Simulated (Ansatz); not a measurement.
`[Cl][Ga-]([Cl])([Cl])[AsH3+]`, relaxed with RKS PBE0-D4/def2-TZVP in Ansatz 0.2.0 from a PBE-D4/def2-SVP geometry. The force threshold is 0.005 eV/Å; the program also tests the step.

Charge 0, multiplicity 1.

Start:

```xyz
8

Cl   -1.502    0.293    2.363
Ga   -0.559   -1.006    0.901
Cl    1.280   -2.001    1.488
Cl   -1.856   -2.051   -0.493
As    0.445    0.809   -0.722
H     0.225    2.285   -0.419
H     1.952    0.851   -0.935
H     0.015    0.819   -2.183
```

**Question.** By how much does the energy fall, and how many steps does the optimiser take? (Estimate.)

**Answer.** Computed: 0.59 kcal/mol, in 3 steps.

**Question.** Which bonds change most? (An estimate is asked.)

**Answer.** Computed: Ga2–As5 from 2.634 to 2.608 Å; Ga2–Cl3 from 2.172 to 2.150 Å; Ga2–Cl4 from 2.172 to 2.150 Å; Cl1–Ga2 from 2.171 to 2.150 Å.

**Question.** Give the relaxed structure. (An estimate is asked.)

**Answer.** The calculation gave: 
```xyz
8

Cl   -1.487    0.283    2.339
Ga   -0.545   -0.984    0.880
Cl    1.259   -1.988    1.480
Cl   -1.839   -2.035   -0.479
As    0.448    0.814   -0.726
H     0.217    2.265   -0.406
H     1.938    0.840   -0.924
H     0.009    0.805   -2.164
```
